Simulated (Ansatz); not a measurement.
Reaction (ligand exchange at the Si–C bond): `O/C([SiH3])=C\Cl` + `[OH][GeH2][SH]` → `[SiH3][O][GeH2][SH]` + `O/C=C\Cl`

Calculated with Ansatz (gas phase, PBE0-D4/def2-TZVP geometries, no zero-point term in ΔE). CCSD(T)/CBS adds triple-zeta CCSD(T) − MP2 to the extrapolated MP2 energy (def2 sets, frozen cores). Double bonds are as drawn, so ΔE can hold a change between cis and trans. For Ge outer-core shells are correlated without core-valence functions, which leaves a few kJ/mol of doubt a bond. Scalar relativity is left out up to krypton. Each species was taken in one conformer, which may not be the lowest.

```json
{"level": "HF/def2-QZVPP", "ΔE (eV)": "-1.29"}
{"level": "SCS-MP2/def2-QZVPP", "ΔE (eV)": "-1.10"}
```

What does CCSD(T)/CBS give? (Best estimate.)

Ansatz gave: -1.05 eV. The listed levels differ from it by -0.24, -0.05 eV.

Largest T1 diagnostic among the species: 0.013.

In def2-TZVPP, CCSD(T) changes the Hartree–Fock value by +0.23 eV (the triples alone add +0.04 eV) and MP2 by +0.22 eV. From PBE to PBE0 (25 % exact exchange), in def2-TZVPP and without D4, ΔE moves by −0.08 eV.
